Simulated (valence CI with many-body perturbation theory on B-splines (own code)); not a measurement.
**Sb43+: E2, M1, M2 decay**

Computed by configuration interaction combined with many-body perturbation theory (CI+MBPT): six valence electrons over a frozen Dirac-Fock core [He], radial functions for each j: 9 s, 9 p, 8 d, 6 f, 3 g, 1 h, with the one-electron correlation potential Σ1, the two-electron term Σ2, the three-electron term Σ3, Breit, model QED; selected CI, second order for the rest, scaled by the run's own slope (own B-spline code, finite nucleus).

The last digits are not significant, and no measured levels were compared; by estimate large intervals hold to a few tenths of a per cent, small ones and those within an open d or f shell to about a per cent. Among the levels kept, up to 2500 cm⁻¹ of a level comes from second order outside the variational space, and about a tenth of that is noise between levels of different J, which matters for small intervals.

Lines 1 to 50 of 53 in falling wavelength, among levels below 36008 × 10³ cm⁻¹, chosen from the decays that carry over 1 % of a level's rate. Wavelengths and rates use the calculated energies. Electric multipoles are in the length gauge with retardation, E1 and E2 with the static RPA response of the core. M1 uses the relativistic operator with retardation. Weak lines are less certain than strong ones. Lines between different terms over intervals too small for the method are left out, as are lines whose strength nearly cancels.

Levels are named by their leading jj configuration (3d3/2^4 stands for four electrons in 3d with j = 3/2), which in mixed levels can hold well under half, so a name can repeat and another be missing. Letters in brackets count levels of one name in rising energy.

| λ vac (nm) | Upper | Lower | Type | A (s⁻¹) | Branch % |
| --- | --- | --- | --- | --- | --- |
| 35.55 | (2s^2 2p1/2^2 2p3/2^2) J=0 | (2s^2 2p1/2^2 2p3/2^2) J=2 | E2 | 2.54e+01 | 100.0 |
| 5.552 | (2s^2 2p1/2 2p3/2^3) J=1 | (2s^2 2p1/2^2 2p3/2^2) J=0 | M1 | 4.04e+07 | 22.1 |
| 4.802 | (2s^2 2p1/2 2p3/2^3) J=1 | (2s^2 2p1/2^2 2p3/2^2) J=2 | M1 | 1.42e+08 | 77.8 |
| 4.521 | (2s^2 2p1/2 2p3/2^3) J=2 | (2s^2 2p1/2^2 2p3/2^2) J=2 | M1 | 8.87e+07 | 99.7 |
| 4.320 | (2s^2 2p3/2^4) J=0 | (2s^2 2p1/2 2p3/2^3) J=1 | M1 | 4.02e+08 | 99.8 |
| 0.3369 | (2s^2 2p1/2^2 2p3/2 3d5/2) J=4 | (2s 2p1/2^2 2p3/2^3) J=2 | E2 | 3.53e+08 | 1.5 |
| 0.3121 | (2s^2 2p1/2^2 2p3/2 3p1/2) J=2 | (2s^2 2p1/2^2 2p3/2^2) J=0 | E2 | 4.12e+10 | 15.9 |
| 0.3119 | (2s^2 2p1/2 2p3/2^2 3p1/2) J=1 [a] | (2s^2 2p1/2 2p3/2^3) J=2 | E2 | 2.61e+10 | 24.1 |
| 0.3113 | (2s^2 2p1/2 2p3/2^2 3p1/2) J=2 [a] | (2s^2 2p1/2 2p3/2^3) J=2 | E2 | 3.32e+09 | 2.4 |
| 0.3106 | (2s^2 2p1/2 2p3/2^2 3p1/2) J=1 [a] | (2s^2 2p1/2 2p3/2^3) J=1 | E2 | 2.51e+10 | 23.1 |
| 0.3102 | (2s^2 2p1/2 2p3/2^2 3p1/2) J=3 | (2s^2 2p1/2 2p3/2^3) J=2 | E2 | 1.39e+11 | 71.1 |
| 0.3101 | (2s^2 2p1/2 2p3/2^2 3p1/2) J=2 [a] | (2s^2 2p1/2 2p3/2^3) J=1 | E2 | 1.16e+11 | 84.0 |
| 0.3095 | (2s^2 2p1/2^2 2p3/2 3p1/2) J=1 | (2s^2 2p1/2^2 2p3/2^2) J=2 | E2 | 1.26e+11 | 64.6 |
| 0.3094 | (2s^2 2p1/2^2 2p3/2 3p1/2) J=2 | (2s^2 2p1/2^2 2p3/2^2) J=2 | E2 | 1.64e+11 | 63.1 |
| 0.3089 | (2s^2 2p1/2 2p3/2^2 3p1/2) J=3 | (2s^2 2p1/2 2p3/2^3) J=1 | E2 | 2.29e+10 | 11.7 |
| 0.3085 | (2s^2 2p1/2 2p3/2^2 3p1/2) J=2 [b] | (2s^2 2p1/2 2p3/2^3) J=2 | E2 | 7.40e+10 | 9.7 |
| 0.3081 | (2s^2 2p1/2 2p3/2^2 3p1/2) J=1 [b] | (2s^2 2p1/2 2p3/2^3) J=2 | E2 | 7.16e+10 | 26.6 |
| 0.3073 | (2s^2 2p1/2 2p3/2^2 3p1/2) J=2 [b] | (2s^2 2p1/2 2p3/2^3) J=1 | E2 | 1.07e+10 | 1.4 |
| 0.3069 | (2s^2 2p1/2 2p3/2^2 3p1/2) J=1 [b] | (2s^2 2p1/2 2p3/2^3) J=1 | E2 | 7.52e+10 | 28.0 |
| 0.3064 | (2s^2 2p1/2 2p3/2^2 3p3/2) J=0 | (2s^2 2p1/2 2p3/2^3) J=2 | E2 | 1.45e+11 | 27.4 |
| 0.3062 | (2s^2 2p1/2 2p3/2^2 3p3/2) J=3 [a] | (2s^2 2p1/2 2p3/2^3) J=2 | E2 | 1.44e+10 | 3.9 |
| 0.3061 | (2s^2 2p1/2 2p3/2^2 3p3/2) J=2 [a] | (2s^2 2p1/2 2p3/2^3) J=2 | E2 | 1.01e+10 | 2.2 |
| 0.3055 | (2s^2 2p1/2 2p3/2^2 3p1/2) J=0 | (2s^2 2p1/2 2p3/2^3) J=2 | E2 | 1.17e+10 | 3.1 |
| 0.3052 | (2s^2 2p1/2^2 2p3/2 3p3/2) J=2 | (2s^2 2p1/2^2 2p3/2^2) J=0 | E2 | 5.23e+10 | 24.0 |
| 0.3050 | (2s^2 2p1/2 2p3/2^2 3p3/2) J=3 [a] | (2s^2 2p1/2 2p3/2^3) J=1 | E2 | 2.66e+10 | 7.3 |
| 0.3049 | (2s^2 2p1/2 2p3/2^2 3p3/2) J=2 [a] | (2s^2 2p1/2 2p3/2^3) J=1 | E2 | 4.96e+10 | 10.8 |
| 0.3047 | (2s^2 2p1/2 2p3/2^2 3p3/2) J=3 [b] | (2s^2 2p1/2 2p3/2^3) J=2 | E2 | 4.09e+10 | 12.7 |
| 0.3046 | (2s^2 2p1/2 2p3/2^2 3p3/2) J=4 | (2s^2 2p1/2 2p3/2^3) J=2 | E2 | 4.13e+10 | 17.9 |
| 0.3039 | (2s^2 2p1/2^2 2p3/2 3p3/2) J=3 | (2s^2 2p1/2^2 2p3/2^2) J=2 | E2 | 8.75e+10 | 41.8 |
| 0.3039 | (2s^2 2p1/2^2 2p3/2 3p3/2) J=1 | (2s^2 2p1/2^2 2p3/2^2) J=2 | E2 | 9.62e+10 | 36.6 |
| 0.3038 | (2s^2 2p1/2 2p3/2^2 3p3/2) J=1 [a] | (2s^2 2p1/2 2p3/2^3) J=1 | E2 | 3.19e+10 | 12.2 |
| 0.3035 | (2s^2 2p1/2 2p3/2^2 3p3/2) J=3 [b] | (2s^2 2p1/2 2p3/2^3) J=1 | E2 | 1.70e+10 | 5.3 |
| 0.3035 | (2s^2 2p1/2 2p3/2^2 3p3/2) J=1 [b] | (2s^2 2p1/2 2p3/2^3) J=2 | E2 | 8.91e+10 | 5.6 |
| 0.3027 | (2s^2 2p1/2 2p3/2^2 3p3/2) J=2 [b] | (2s^2 2p1/2 2p3/2^3) J=2 | E2 | 1.22e+11 | 5.5 |
| 0.3023 | (2s^2 2p1/2 2p3/2^2 3p3/2) J=1 [b] | (2s^2 2p1/2 2p3/2^3) J=1 | E2 | 5.14e+10 | 3.2 |
| 0.3015 | (2s^2 2p1/2 2p3/2^2 3p3/2) J=2 [b] | (2s^2 2p1/2 2p3/2^3) J=1 | E2 | 4.10e+10 | 1.8 |
| 0.3014 | (2s^2 2p1/2^2 2p3/2 3p3/2) J=0 | (2s^2 2p1/2^2 2p3/2^2) J=2 | E2 | 2.61e+11 | 32.9 |
| 0.2988 | (2s^2 2p1/2 2p3/2^2 3d5/2) J=4 [a] | (2s^2 2p1/2 2p3/2^3) J=2 | M2 | 4.79e+08 | 2.0 |
| 0.2974 | (2s^2 2p1/2 2p3/2^2 3d5/2) J=4 [b] | (2s^2 2p1/2 2p3/2^3) J=2 | M2 | 4.53e+09 | 17.6 |
| 0.2967 | (2s^2 2p1/2^2 2p3/2 3d5/2) J=4 | (2s^2 2p1/2^2 2p3/2^2) J=2 | M2 | 2.93e+09 | 12.5 |
| 0.2869 | (2s^2 2p1/2 2p3/2^2 3p3/2) J=0 | (2s^2 2p1/2^2 2p3/2^2) J=2 | E2 | 3.97e+10 | 7.5 |
| 0.2868 | (2s^2 2p1/2 2p3/2^2 3p3/2) J=3 [a] | (2s^2 2p1/2^2 2p3/2^2) J=2 | E2 | 4.08e+10 | 11.2 |
| 0.2867 | (2s^2 2p1/2 2p3/2^2 3p3/2) J=2 [a] | (2s^2 2p1/2^2 2p3/2^2) J=2 | E2 | 4.31e+10 | 9.4 |
| 0.2862 | (2s^2 2p1/2 2p3/2^2 3p1/2) J=0 | (2s^2 2p1/2^2 2p3/2^2) J=2 | E2 | 4.82e+10 | 12.6 |
| 0.2857 | (2s^2 2p1/2 2p3/2^2 3p3/2) J=1 [a] | (2s^2 2p1/2^2 2p3/2^2) J=2 | E2 | 6.93e+10 | 26.5 |
| 0.2855 | (2s^2 2p1/2 2p3/2^2 3p3/2) J=3 [b] | (2s^2 2p1/2^2 2p3/2^2) J=2 | E2 | 6.65e+10 | 20.6 |
| 0.2853 | (2s^2 2p1/2 2p3/2^2 3p3/2) J=4 | (2s^2 2p1/2^2 2p3/2^2) J=2 | E2 | 1.14e+11 | 49.6 |
| 0.2852 | (2s^2 2p1/2 2p3/2^2 3p3/2) J=2 [c] | (2s^2 2p1/2^2 2p3/2^2) J=0 | E2 | 8.42e+10 | 4.8 |
| 0.2844 | (2s^2 2p1/2 2p3/2^2 3p3/2) J=1 [b] | (2s^2 2p1/2^2 2p3/2^2) J=2 | E2 | 2.71e+10 | 1.7 |
| 0.2837 | (2s^2 2p1/2 2p3/2^2 3p3/2) J=2 [b] | (2s^2 2p1/2^2 2p3/2^2) J=2 | E2 | 4.63e+10 | 2.1 |
